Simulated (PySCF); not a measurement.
BH3N, charge -1, multiplicity 1.

```xyz
5

B     -0.0261    -0.6662     0.0000
N      0.1520     0.6911     0.0000
H      0.9435    -1.4330     0.0000
H     -1.1289    -1.2462     0.0000
H     -0.7482     1.1722     0.0000
```
Charge -1, spin multiplicity 1.

The structure is a stationary point at PBE0-D3(BJ)/def2-TZVPD. The spin state was assumed, not searched. The isomer is the one that the SMILES or the coordinates give; other isomers of the formula were not compared.

All values below come from PBE/pcSseg-2 in PySCF. Non-relativistic, no solvent.

### Question
Give the absolute GIAO shielding of each atom: isotropic value and principal components (ppm). (An estimate is asked for; the answer gives what the named calculation found.)

### Answer

```
atom  σ(iso)     σ11   σ22    σ33   span
----  ------  ------  ----  -----  -----
B1      66.4     8.1  91.5   99.5   91.4
N2      -6.0  -282.2  20.7  243.6  525.8
H3      26.1    25.7  25.8   26.7    1.0
H4      25.2    22.8  24.6   28.1    5.3
H5      25.0    17.8  27.4   29.7   11.9
```
